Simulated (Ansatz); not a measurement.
C2H4Cl2Si2, SMILES [SiH3]C#C[SiH](Cl)Cl. Atoms are numbered in the order given.

```xyz
10

Si     3.6908    -0.0287     0.5755
C      1.8553    -0.1167     0.4609
C      0.6354    -0.1714     0.3780
Si    -1.1782    -0.2655     0.2762
Cl    -1.9434     1.6395     0.2526
Cl    -1.6984    -1.2304    -1.4597
H      4.2089     0.7563    -0.5800
H      4.2426    -1.4125     0.5429
H      4.0622     0.6385     1.8553
H     -1.7510    -0.9998     1.4249
```
Charge 0, spin multiplicity 1.

Coordinates come from a PBE0-D3(BJ)/def2-SVP optimisation. The structure was generated by enumeration, and PubChem lists no compound with its InChIKey, so it may never have been made.

Two levels are set side by side: PBE-D3(BJ)/def2-SVP (Ansatz, an electronic-structure program) and PBE0-D3(BJ)/def2-SVP (Ansatz). Each level has its own optimised geometry; the coordinates shown are those of the second. Differences are taken from unrounded values.

```
quantity              PBE0-D3(BJ)
--------------------  -----------
mean bond length (Å)        1.660
bond Si1–C2 (Å)             1.841
bond C2–C3 (Å)              1.224
bond C3–Si4 (Å)             1.819
bond Si4–Cl5 (Å)            2.053
bond Si4–Cl6 (Å)            2.053
bond Si1–H7 (Å)             1.490
bond Si1–H8 (Å)             1.490
bond Si1–H9 (Å)             1.490
bond Si4–H10 (Å)            1.479
```

Task: What does PBE-D3(BJ) give, and how far is it from PBE0-D3(BJ)? (Estimate from the structure and the level; the computed values follow.)

Result: 
```json
[
 {"quantity": "mean bond length (Å)", "PBE-D3(BJ)": "1.671", "PBE-D3(BJ) minus PBE0-D3(BJ)": "0.011"},
 {"quantity": "bond Si1–C2 (Å)", "PBE-D3(BJ)": "1.844", "PBE-D3(BJ) minus PBE0-D3(BJ)": "0.002"},
 {"quantity": "bond C2–C3 (Å)", "PBE-D3(BJ)": "1.237", "PBE-D3(BJ) minus PBE0-D3(BJ)": "0.013"},
 {"quantity": "bond C3–Si4 (Å)", "PBE-D3(BJ)": "1.824", "PBE-D3(BJ) minus PBE0-D3(BJ)": "0.005"},
 {"quantity": "bond Si4–Cl5 (Å)", "PBE-D3(BJ)": "2.069", "PBE-D3(BJ) minus PBE0-D3(BJ)": "0.016"},
 {"quantity": "bond Si4–Cl6 (Å)", "PBE-D3(BJ)": "2.069", "PBE-D3(BJ) minus PBE0-D3(BJ)": "0.016"},
 {"quantity": "bond Si1–H7 (Å)", "PBE-D3(BJ)": "1.501", "PBE-D3(BJ) minus PBE0-D3(BJ)": "0.011"},
 {"quantity": "bond Si1–H8 (Å)", "PBE-D3(BJ)": "1.501", "PBE-D3(BJ) minus PBE0-D3(BJ)": "0.011"},
 {"quantity": "bond Si1–H9 (Å)", "PBE-D3(BJ)": "1.501", "PBE-D3(BJ) minus PBE0-D3(BJ)": "0.011"},
 {"quantity": "bond Si4–H10 (Å)", "PBE-D3(BJ)": "1.491", "PBE-D3(BJ) minus PBE0-D3(BJ)": "0.012"}
]
```

Exact exchange shortens and stiffens bonds; PBE has none. Differences between two approximate levels are no errors against the true value.
